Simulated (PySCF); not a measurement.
# Exercise with solution: oscillator strength and radiative lifetime

C₂H₅CdF, SMILES C[CH2][Cd][F].

The structure is a stationary point at B3LYP-D3(BJ)/def2-SVP. The structure was generated by enumeration; whether it is a known compound was not checked. The def2 effective core potentials stand for the cores of Cd; spin–orbit coupling is left out. One conformer was computed; it need not be the lowest.

TDDFT-PBE/def2-SVPD (PySCF) puts the first singlet state with f over 0.02 at 5.85 eV (vertical), with the transition dipole (0.241, 0.980, 0.000) in atomic units.

Q: Find the oscillator strength, the wavelength and the radiative lifetime that this transition would have in vacuum if emission retraced absorption.

A: 
|μ|² = 1.0185 au, so |μ| = 2.57 D. ΔE = 5.85/27.211 = 0.2150 hartree. f = (2/3) ΔE |μ|² = 0.146 (the program prints 0.146).
λ = 1239.84/5.85 = 212 nm; ν = 47183 cm⁻¹.
Einstein's coefficient A = 0.6670 ν² f s⁻¹ (ν in cm⁻¹) = 2.2e8 s⁻¹, so τ = 1/A = 4.6 ns. This state is S1. The figure is the radiative limit of this one transition; relaxation, internal conversion, crossing to triplets and a medium change what is measured.
